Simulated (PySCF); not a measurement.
Vertical excitations of a molecule C3H9FSi from TDDFT-PBE/def2-SVPD run with PySCF, as energy in eV (oscillator strength): 7.10 (0.051), 7.10 (0.051), 8.04 (0.006), 8.04 (0.006), 8.08 (0.000), 8.11 (0.043), 8.11 (0.043), 8.22 (0.009), 8.75 (0.006), 8.75 (0.006). Lowest triplet (TDA): 6.98 eV. Geometry optimised at B3LYP-D3(BJ)/def2-SVP. Other conformers were not sampled.

Q: Which structure fits?
A) CCC[SiH2]F
B) CC[C@H](F)[SiH3]
C) C[Si](C)(C)F
D) C[C@H](F)C[SiH3]

A: C, C[Si](C)(C)F
